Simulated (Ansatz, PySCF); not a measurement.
Gas-phase reaction (SMILES): BrB(Br)Br + N (NH3) → NB(Br)Br + Br (HBr); ammonia cleaves one B-Br bond, a model of a ligand-exchange step.

Geometries: B3LYP-D3(BJ)/def2-TZVP minima from Ansatz (a program for electronic structure), one conformer each, not searched for the lowest. Valence correlation only, unless marked. Spin-orbit coupling is left out. The frozen core is the preceding noble-gas configuration, with the filled d and f shells of earlier blocks. Non-relativistic. Basis-set limits of correlation are two-point, X^-3; Hartree-Fock from the larger set. Thermal terms are rigid-rotor harmonic-oscillator values from B3LYP-D3(BJ) frequencies (Ansatz or PySCF) at 298.15 K and 1 atm. 1 Eh = 627.5095 kcal/mol.

```
species    E, CCSD(T)/CBS(aug-cc-pVTZ,aug-cc-pVQZ) (Ansatz) (Eh)  E, wB97M-V/def2-TZVPD (Ansatz) (Eh)  H - E (Eh)
---------  -----------------------------------------------------  -----------------------------------  ----------
BrB(Br)Br                                            -7742.94146                          -7746.99352     0.01187
N (NH3)                                                -56.50411                            -56.55014     0.03799
NB(Br)Br                                             -5226.18682                          -5228.96009     0.03873
Br (HBr)                                             -2573.28283                          -2574.60901     0.00927
```

Task: Work out ΔE and ΔH at 298.15 K at the first level, then ΔH at the second.

Result: 
1. ΔE = [(-5226.18682) + (-2573.28283)] - [(-7742.94146) + (-56.50411)] = -0.02408 Eh = -15.1 kcal/mol at CCSD(T)/CBS(aug-cc-pVTZ,aug-cc-pVQZ).
2. The terms H - E add up to -0.00186 Eh, so ΔH = (-0.02408 + (-0.00186))×627.5095 = -16.3 kcal/mol.
3. At wB97M-V/def2-TZVPD the same steps give ΔE = -16.0 and ΔH = -17.1 kcal/mol, a shift of -0.8 from the first level.
4. These values are not checked against measurement here, since the tables used lack a sound gas-phase enthalpy of formation for at least one species.
